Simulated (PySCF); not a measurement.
Geometries of 2 isomers of C6H6FP, from PBE0-D3(BJ)/def2-SVP geometry optimisation, gas phase (PySCF 2.14.0). One conformer each, no zero-point energy, no frequencies.

Task: Which isomer lies lower at this level?
A.
```xyz
14
angstrom
C     -2.120   -0.171    0.450
C     -0.666   -0.500    0.284
C     -0.218   -1.812    0.132
P      1.422   -2.356   -0.068
C      2.249   -0.830   -0.017
C      1.638    0.407    0.143
C      0.263    0.548    0.282
F     -0.217    1.787    0.427
H     -2.474    0.478   -0.366
H     -2.730   -1.084    0.458
H     -2.297    0.376    1.389
H     -0.985   -2.595    0.139
H      3.339   -0.849   -0.120
H      2.232    1.325    0.164
```
B.
```xyz
14
angstrom
C     -2.064   -0.328    0.446
C     -0.636    0.040    0.147
C      0.326   -0.965   -0.017
C      1.661   -0.721   -0.327
C      2.172    0.556   -0.504
F      3.474    0.655   -0.795
P      1.277    2.051   -0.371
C     -0.279    1.383    0.007
H     -2.133   -1.301    0.952
H     -2.652   -0.397   -0.484
H     -2.548    0.426    1.084
H      0.014   -2.006    0.107
H      2.357   -1.558   -0.437
H     -1.070    2.129    0.153
```

Result: A. That is `c1(c(F)ccpc1)C`, 4.4 kcal/mol below the other.

```tsv
SMILES	atoms numbered as above	E (Eh)	relative (kcal/mol)	relative (kJ/mol)	dipole (D)
Cc1cpccc1F	[CH3:1][c:2]1[cH:3][p:4][cH:5][cH:6][c:7]1[F:8]	-672.59863	0.0	0.0	0.91
Cc1ccc(F)pc1	[CH3:1][c:2]1[cH:3][cH:4][c:5]([F:6])[p:7][cH:8]1	-672.59159	4.4	18.5	2.95
```
